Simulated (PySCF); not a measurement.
Compound: C7H11FSi.
SMILES: `CC(C)C1=C[SiH2]C=C1F`

Torsions of this conformer, `[CH3:1][CH:2]([CH3:3])[C:4]1=[CH:5][SiH2:6][CH:7]=[C:8]1[F:9]`: C1–C2–C4–C5 17°.

The closed-shell ground state was solved at several levels (PySCF, density fitting, gas phase, non-relativistic). Geometry: PBE0-D3(BJ)/def2-SVP, one conformer, isolated molecule.

```tsv
level	basis functions	total energy (Eh)	HOMO (eV)	LUMO (eV)	gap (eV)	dipole (D)
PBE0/pcSseg-1	215	-662.0710	-6.80	-1.46	5.34	1.07
B3LYP/def2-SVPD	275	-662.3521	-6.58	-1.64	4.94	1.02
```

Q: Estimate the row for wB97X-D/pcSseg-1, a basis of 215 functions; the other rows only guide the guess.

A: Total energy -662.4944 Eh, HOMO -8.61 eV, LUMO 0.29 eV, gap 8.90 eV, dipole 1.09 D.

Q: Over all these levels, which gives the widest orbital gap and which the narrowest?

A: wB97X-D/pcSseg-1 (range-separated hybrid) has the widest, 8.90 eV, and B3LYP/def2-SVPD (global hybrid, 20 % exact exchange) the narrowest, 4.94 eV. Functional and basis both differ between the two, so the spread mixes both effects.

Q: How far do the dipole and the HOMO energy spread over the levels?

A: The dipole runs from 1.02 to 1.09 D (mean 1.06 D) and the HOMO from -8.61 to -6.58 eV.

Note: wB97X-D ran without an empirical dispersion term, which enters the total energy and its gradient alone.
